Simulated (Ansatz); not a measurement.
Compare A (`CCC(=O)/C=C(\O)CC`) with its isomer B (`CC(C)(C)C(=O)CC=O`).

Computed with Ansatz on PBE0-D4/def2-TZVP structures; ΔE is electronic, products minus reactants. CCSD(T)/CBS adds triple-zeta CCSD(T) − MP2 to the extrapolated MP2 energy (def2 sets, frozen cores). DFT in def2-TZVPP. B3LYP here is the variant with VWN-RPA as its local correlation; programs differ in this. One conformer a species, not always the lowest.

A:

```xyz
21

C    -3.345    1.609   -0.277
C    -2.348    0.776    0.501
C    -0.981    0.710   -0.127
O    -0.752    1.314   -1.187
C     0.034   -0.061    0.531
C     1.286   -0.141   -0.008
O     1.593    0.474   -1.127
C     2.403   -0.921    0.596
C     2.902   -2.027   -0.328
H    -4.313    1.620    0.228
H    -2.998    2.638   -0.381
H    -3.486    1.213   -1.283
H    -2.222    1.159    1.521
H    -2.702   -0.254    0.625
H    -0.189   -0.579    1.453
H     0.740    0.946   -1.409
H     3.220   -0.222    0.803
H     2.073   -1.332    1.552
H     2.111   -2.754   -0.529
H     3.233   -1.614   -1.281
H     3.741   -2.556    0.128
```

B:

```xyz
21

C     0.510    0.319   -1.427
C     0.751    0.070    0.065
C     0.927    1.404    0.796
C     1.989   -0.793    0.258
C    -0.463   -0.650    0.636
O    -0.397   -1.736    1.154
C    -1.825    0.017    0.497
C    -2.680   -0.796   -0.444
O    -3.243   -0.337   -1.397
H     1.373    0.839   -1.851
H     0.387   -0.621   -1.970
H    -0.373    0.934   -1.612
H     1.072    1.252    1.868
H     0.075    2.072    0.655
H     1.812    1.914    0.408
H     2.171   -0.992    1.315
H     1.880   -1.756   -0.243
H     2.863   -0.283   -0.154
H    -2.292   -0.033    1.486
H    -1.794    1.048    0.154
H    -2.744   -1.873   -0.192
```

Task: Which isomer does CCSD(T)/CBS put lower? Give the gap. (Best estimate.)

Result: Ansatz gave: A, by 9.5 kcal/mol.

Task: Give E(B) − E(A) in kcal/mol with MP2/def2-TZVPP, CCSD(T)/def2-SVP, LDA (SPW92), B3LYP-D4, HF/def2-TZVPP, PBE0-D4, ωB97M-V. (Best estimate.)

Result: Computed: MP2/def2-TZVPP 8.9, CCSD(T)/def2-SVP 6.5, LDA (SPW92) 22.1, B3LYP-D4 13.4, HF/def2-TZVPP 8.5, PBE0-D4 14.6, ωB97M-V 10.6. None reverses the order clearly.

Largest T1 diagnostic: 0.015.

At CCSD(T), def2-SVP lies −3.0 kcal/mol from the extrapolated value and def2-TZVPP −1.0 kcal/mol. Leaving LDA and LC-ωPBE aside and taking each functional with its dispersion term where it has one, the values, not all of them listed here, spread over 5.7 kcal/mol, from ωB97X-V to PBE-D4. LDA lies +5.1 kcal/mol from PBE without D4.
